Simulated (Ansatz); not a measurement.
Forces on Ga6Sb6 at its PBE-D4/def2-SVP geometry. Total charge 0; singlet.

In the def2 sets Sb takes a core potential; there is no spin–orbit coupling. Correlated methods freeze 78 core orbitals; core or outer-core shells of Ga, Sb are correlated, in sets that lack core-valence functions. Single mean-field runs in def2-TZVP are fitted with def2-universal-jkfit. The restricted singlet is unstable towards broken spin symmetry at other levels; at PBE-D4/def2-TZVP this wasn't settled. At PBE-QIDH/def2-TZVP the restricted singlet (for correlated methods, its reference) is unstable: a solution with broken spin symmetry lies lower.

PBE-D4/def2-TZVP (Ansatz), largest force 0.12 eV/Å:

```xyz
12
positions Å, forces eV/Å
Ga   -1.664   -1.119    1.806    0.000    0.057   -0.017
Ga    1.312   -2.108    1.114   -0.026    0.016   -0.049
Ga   -2.134    1.124   -0.150    0.014   -0.029    0.051
Ga    0.994    2.390   -1.719    0.015   -0.039   -0.012
Ga    0.607    0.632    0.741   -0.046   -0.022   -0.002
Ga    1.875   -0.274   -1.274   -0.015   -0.017   -0.047
Sb   -3.870    0.220    1.518    0.103   -0.020   -0.044
Sb   -1.112   -1.474   -0.836    0.078    0.041    0.064
Sb    0.560   -0.728    3.200   -0.030   -0.020   -0.072
Sb    1.549   -2.914   -1.326   -0.049    0.085    0.070
Sb   -0.470    3.123    0.336    0.008   -0.066   -0.041
Sb    2.353    1.128   -3.409   -0.053    0.013    0.098
```

PBE-QIDH/def2-TZVP (Ansatz), largest force 0.74 eV/Å:

```
Ga 0.093 0.340 -0.218
Ga -0.223 0.249 -0.239
Ga 0.093 -0.096 0.404
Ga 0.047 -0.310 0.004
Ga -0.222 -0.081 -0.009
Ga -0.159 -0.075 -0.183
Sb 0.648 -0.070 -0.280
Sb 0.317 0.142 0.404
Sb -0.172 -0.161 -0.662
Sb -0.198 0.553 0.449
Sb 0.115 -0.583 -0.324
Sb -0.340 0.091 0.653
```
